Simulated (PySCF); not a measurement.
Isomers of C5H12Si2, mass 128.048 u with the commonest isotopes. Computed with PBE0/def2-SVPD in PySCF (dipole) on a GFN2-xTB geometry, gas phase. One conformer each, none proved a minimum here; rigid rotors.

Task: Order these by rotational constant B, largest first.
A. `[CH:1]#[C:2][CH2:3][Si:4]([CH3:5])([CH3:6])[SiH3:7]` with C2–C3–Si4–C5 -64°
B. `[CH2:1]=[C:2]([CH3:3])[SiH:4]1[CH2:5][SiH2:6][CH2:7]1` with C1–C2–Si4–C5 135°, C2–Si4–C5–Si6 107°, Si4–C5–Si6–C7 7°, C5–Si6–C7–Si4 -7°, C2–Si4–C7–Si6 -108°
C. `[CH:1]#[C:2][SiH2:3][C:4]([CH3:5])([CH3:6])[SiH3:7]` with C2–Si3–C4–C5 -60°

Result: A (1268 MHz), B (1098 MHz), C (1016 MHz).

Task: Order these by rotational constant C, smallest first.
A. `[CH:1]#[C:2][CH2:3][Si:4]([CH3:5])([CH3:6])[SiH3:7]` with C2–C3–Si4–C5 -64°
B. `[CH2:1]=[C:2]([CH3:3])[SiH:4]1[CH2:5][SiH2:6][CH2:7]1` with C1–C2–Si4–C5 135°, C2–Si4–C5–Si6 107°, Si4–C5–Si6–C7 7°, C5–Si6–C7–Si4 -7°, C2–Si4–C7–Si6 -108°
C. `[CH:1]#[C:2][SiH2:3][C:4]([CH3:5])([CH3:6])[SiH3:7]` with C2–Si3–C4–C5 -60°

Result: C (938.4 MHz), A (1004 MHz), B (1029 MHz).

Task: Order these by rotational constant A, largest first.
A. `[CH:1]#[C:2][CH2:3][Si:4]([CH3:5])([CH3:6])[SiH3:7]` with C2–C3–Si4–C5 -64°
B. `[CH2:1]=[C:2]([CH3:3])[SiH:4]1[CH2:5][SiH2:6][CH2:7]1` with C1–C2–Si4–C5 135°, C2–Si4–C5–Si6 107°, Si4–C5–Si6–C7 7°, C5–Si6–C7–Si4 -7°, C2–Si4–C7–Si6 -108°
C. `[CH:1]#[C:2][SiH2:3][C:4]([CH3:5])([CH3:6])[SiH3:7]` with C2–Si3–C4–C5 -60°

Result: B (3359 MHz), C (3192 MHz), A (1831 MHz).

```csv
SMILES,point group,Ia (u·Å²),Ib (u·Å²),Ic (u·Å²),κ,μa (D),μb (D),μc (D)
C#C[SiH2]C(C)(C)[SiH3],–,158.34,497.48,538.54,-0.93,0.28,0.88,0.00
C#CC[Si](C)(C)[SiH3],C1,276.02,398.70,503.59,-0.36,0.75,1.09,0.07
C=C(C)[SiH]1C[SiH2]C1,near Cs,150.47,460.30,491.32,-0.94,0.34,0.25,0.01
```
